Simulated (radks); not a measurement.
The numbers below are computed, except where a source is named.
Task: Successive ionisation energies (eV) of one element, from differences of total energies of ions in their ground configurations, starting at charge 22: 643.52, 689.28, 736.09, 783.91, 832.72, 1072.5, 1120.2, 1168.4, 1216.9, 1265.8, 1328.2, 1379.0, 1430.4, 1482.0, 1534.0, 1732.5, 1782.9, 1832.7, 1897.6, 1949.3, 2000.4, 2132.5. Level of theory: non-relativistic Kohn-Sham, PBE, spin-polarised, spherical densities, point nucleus; open shells are filled with parallel spins first (spin-orbit coupling, left out, can overturn this in heavy ions); relativity is left out, which matters for an element this heavy (a radial shooting solver on a logarithmic mesh with Libxc functionals). Which element is it?

Result: Tantalum (Z = 73). The first species listed is Ta22+ in [Kr] 4d10 4f5, the last Ta43+ in [Ar] 3d10 4s2.
